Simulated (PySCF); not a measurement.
## ¹⁹F chemical shifts

Theory: GFN2-xTB geometry, GIAO PBE0/pcSseg-1 shieldings, in PySCF (rapidly exchanging positions averaged, gas phase, a single conformation, non-relativistic Hamiltonian).

Shieldings were converted by a linear fit to measured shifts: ¹⁹F (scatter 6.0 ppm rms, 7.0 ppm with the 5 outliers that the fit left out vs CFCl3, solution or neat liquid, with a term for F on sp3 carbon). Occasional misses reach two or three times the rms, and more in compound classes unlike the fitted ones.

(1) Give the ¹⁹F shifts of `C#CC[C@@]1(F)OC[SiH2]1`, `FC(F)C1=C[Si@H](N[SiH3])C=C1`, `F/C=C\C=C\F`.

(2) Order these by ¹⁹F shift, lowest first.
A. C=C1CC1(F)F
B. C=C1[C@@H](F)[C@@H]1F
C. CO/C(F)=C\C#C[SiH3]
D. FC[Si@H]1C=CC=CO1
E. C#C[Si@@H]1[C@@H](F)[C@@H]1OC

Results:

(1) 
| compound | environment | δ (ppm) |
| --- | --- | --- |
| C#CC[C@@]1(F)OC[SiH2]1 | fluorine on an sp3 carbon | -92.6 |
| [F:1][CH:2]([F:3])[C:4]1=[CH:5][Si@H:6]([NH:7][SiH3:8])[CH:9]=[CH:10]1 | F3: fluorine of a CF2 group | -115.0 |
| [F:1][CH:2]([F:3])[C:4]1=[CH:5][Si@H:6]([NH:7][SiH3:8])[CH:9]=[CH:10]1 | F1: fluorine of a CF2 group | -129.4 |
| [F:1]/[CH:2]=[CH:3]\[CH:4]=[CH:5]\[F:6] | F6: vinylic fluorine | -118.0 |
| [F:1]/[CH:2]=[CH:3]\[CH:4]=[CH:5]\[F:6] | F1: vinylic fluorine | -119.3 |

(2) D (-279.2 ppm, fluorine on an sp3 carbon), E (-220.0 ppm, fluorine on an sp3 carbon), B (-202.2 ppm, fluorine on an sp3 carbon), A (-125.6 ppm, fluorine of a CF2 group), C (-87.0 ppm, vinylic fluorine).
